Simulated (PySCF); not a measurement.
Stationary points of [InH4]-

Computed with PBE0/[In def2-TZVPD with ECP28, H def2-TZVPD], scalar-relativistic core potentials, density fitting, no spin–orbit coupling, PySCF.

Relaxations began from a few typed shapes. The search is not exhaustive: other isomers or separated fragments can lie lower, and high-lying points may rest on an excited occupation.

| spin | group | bonds | angles | imaginary modes (cm⁻¹) | ΔE (kJ/mol) | ΔE with ZPE (kJ/mol) |
| --- | --- | --- | --- | --- | --- | --- |
| singlet | Td | In–H 1.786 Å (×4) | H–In–H 109.5° (×6) | none | 0.0 | 0.0 |
| singlet | D4h | In–H 1.882 Å (×4) | H–In–H 90.0° (×4), H–In–H 180.0° (×2) | 1157i | 222.9 | – |

The lowest minimum found is the singlet Td: In–H 1.786 Å (×4); H–In–H 109.5° (×6).

Counting electrons, indium keeps none of its valence electrons outside its bonds, so the VSEPR class is AX4 and the expected shape is tetrahedral (Td), as computed.

For the lowest minimum: the lowest empty level of this anion is unbound, so it and the gap depend on the basis.
